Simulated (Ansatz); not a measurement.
Isolated molecules relaxed with PBE0-D4/def2-TZVP in Ansatz; ΔE leaves out vibrations. CCSD(T)/CBS is the MP2 limit (def2-TZVPP, def2-QZVPP) plus CCSD(T) − MP2 in def2-TZVPP, frozen cores. This one scheme is used for every species. DFT in def2-TZVPP. Each species was taken in one conformer, which may not be the lowest.

Reaction (substitution at a C–N bond): `OC/N=C\F` + `CBO` → `CBOCO` + `N=CF`

`OC/N=C\F`:

Z-matrix (Å, degrees):
```
C
N 1 1.443
O 1 1.394 2 110.6
H 1 1.093 2 112.3 3 -118.8
H 1 1.100 2 107.5 3 122.2
C 2 1.238 1 121.5 3 157.5
H 3 0.962 1 107.5 2 46.2
F 6 1.345 2 124.4 1 -0.2
H 6 1.086 2 124.4 1 179.8
```

`CBO`:

```xyz
8

C     0.457   -0.896    0.022
B    -0.419    0.386   -0.108
O     0.061    1.571    0.345
H     1.426   -0.713    0.490
H     0.621   -1.343   -0.965
H    -0.075   -1.660    0.601
H    -1.519    0.357   -0.604
H    -0.551    2.299    0.219
```

`CBOCO`:

Cartesian coordinates in Å:
```
C -2.049 0.215 -0.513
B -0.603 0.514 -0.016
O 0.408 -0.323 -0.350
C 1.715 -0.127 0.142
O 1.976 -0.958 1.219
H -2.718 0.098 0.347
H -2.121 -0.679 -1.135
H -2.445 1.069 -1.073
H -0.342 1.480 0.658
H 1.836 0.898 0.503
H 2.393 -0.318 -0.697
H 1.949 -1.870 0.915
```

`N=CF`:

Cartesian coordinates in Å:
```
N -0.149 -0.277 0.902
C 0.077 0.234 -0.207
F 0.403 1.519 -0.293
H -0.384 -1.260 0.800
H 0.053 -0.216 -1.202
```

Question: Is it downhill or uphill in electronic energy at CCSD(T)/CBS, and by how much? (Best estimate.)

Answer: Computed: Uphill: ΔE = +2.8 kcal/mol.

Question: What do these levels give: CAM-B3LYP-D4, CCSD(T)/def2-SVP, MP2/def2-TZVPP, SCS-MP2/def2-TZVPP, HF/def2-QZVPP, HF/CBS(def2)? (Best estimate.)

Answer: The calculation gave: CAM-B3LYP-D4 2.2, CCSD(T)/def2-SVP 2.9, MP2/def2-TZVPP 3.3, SCS-MP2/def2-TZVPP 2.8, HF/def2-QZVPP 0.7, HF/CBS(def2) 0.7 kcal/mol.

Largest T1 diagnostic among the species: 0.013.

In def2-TZVPP, CCSD(T) changes the Hartree–Fock value by +1.6 kcal/mol (the triples alone add +0.2 kcal/mol) and MP2 by +2.4 kcal/mol. Leaving LDA and LC-ωPBE aside and taking each functional with its dispersion term where it has one, the values, not all of them listed here, spread over 1.4 kcal/mol, from BHLYP-D4 to revPBE-D4.
